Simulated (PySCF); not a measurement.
Method used: PySCF 2.14.0, delta-SCF UKS SCAN, pcX-2 on the ionised atom, pcseg-1 elsewhere, spin-free X2C. Geometries: PBE0-D3(BJ)/def2-SVP; isolated species, one conformer each. Kα1 is taken as the energy difference of the 1s-hole and 2p3/2-hole states at the ground state's geometry. 2p3/2 and 2p1/2 are the ΔSCF energy of one spin-free 2p hole plus the eigenvalues of a spin–orbit and ligand-field matrix of the shell.

```
                                                         site  Si 2p3/2 (eV)
                                      silicon in `O=C[SiH2]F`         108.56
      Si4 in `[CH3:1][CH2:2][Si:3]([SiH3:4])([SiH3:5])[Cl:6]`         106.48
Si2 in `[SiH3:1][SiH2:2][CH:3]1[CH2:4][CH2:5][CH2:6][CH2:7]1`         106.06
```

Q: What are the Si 1s binding energies, and the Kα1 emission energies that follow?

A: 
| site | bonded to | 1s (eV) | 2p3/2 (eV) | Kα1 = 1s − 2p3/2 (eV) |
| --- | --- | --- | --- | --- |
| Si2 in `[SiH3:1][SiH2:2][CH:3]1[CH2:4][CH2:5][CH2:6][CH2:7]1` | C, 2 H and Si | 1845.76 | 106.06 | 1739.70 |
| Si4 in `[CH3:1][CH2:2][Si:3]([SiH3:4])([SiH3:5])[Cl:6]` | 3 H and Si | 1846.18 | 106.48 | 1739.70 |
| silicon in `O=C[SiH2]F` | F, C and 2 H | 1848.40 | 108.56 | 1739.84 |

Ranges: 1s 2.64 eV, 2p3/2 2.50 eV, Kα1 0.14 eV. A straight-line fit of 1s on 2p3/2 has slope 1.06.
